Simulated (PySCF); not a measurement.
# Two-dimensional NMR puzzle

Compound of formula C4H3NO3. Correlations simulated from computed shifts and the bond graph:

HSQC (one-bond C–H):
```
  δH     δC
8.71  166.1
7.19  115.9
```

COSY cross peaks (H two or three bonds apart, from the bond graph; peaks can be absent where the dihedral angle is near 90°):
```
  δH    δH
8.71  7.19
```

HMBC (two and three bonds, from the bond graph):
```
  δH                   δC
8.71         159.7, 115.9
7.19  166.1, 166.1, 159.7
```

Carbons without hydrogens: δ 166.1, 159.7.

- shieldings: GIAO PBE0/pcSseg-1
- coordinates at the GFN2-xTB level
- run in PySCF 2.14.0 with density-fitted response routines
- non-relativistic Hamiltonian, a single conformation, gas phase

Shifts are taken against calculated references (same method and geometry level): $^{1}$H (σref 31.72), $^{13}$C (σref 186.93) against TMS.

Exchangeable hydrogens are left out of these lists.

Which molecule is this?

Answers

`O=C(O)c1ccon1`.

Numbering as in the mapped SMILES `[O:1]=[C:2]([OH:3])[c:4]1[cH:5][cH:6][o:7][n:8]1`. Each H is labelled by its parent atom.

δC 166.1 is C6, an aromatic CH next to the ring oxygen (δH 8.71). δC 166.1 is C2, a carboxylic acid carbon. δC 159.7 is C4, a substituted aromatic carbon next to a ring nitrogen. δC 115.9 is C5, an aromatic CH (δH 7.19). HMBC from δH 8.71 reaches the proton-free carbon C4. HMBC from δH 7.19 reaches the proton-free carbons C2, C4. COSY links 8.71–7.19.

The shifts were computed for this structure.

Exchangeable OH/NH protons stand at their gas-phase positions; hydrogen bonding in a real sample shifts them, mostly to higher δ. Shifts are as computed. Against solution values, carbons near 30 ppm lie about +3 ppm off and those near 130 ppm about +5 ppm. Of 1211 compounds with measured shifts, 218 miss one by over three times the rms of a fit or turn the order of signals round; such compounds aren't used in these exercises. Hydrogen bonding in solution deshields acid and N–H amide carbonyl carbons by as much as 10 ppm beyond these values.
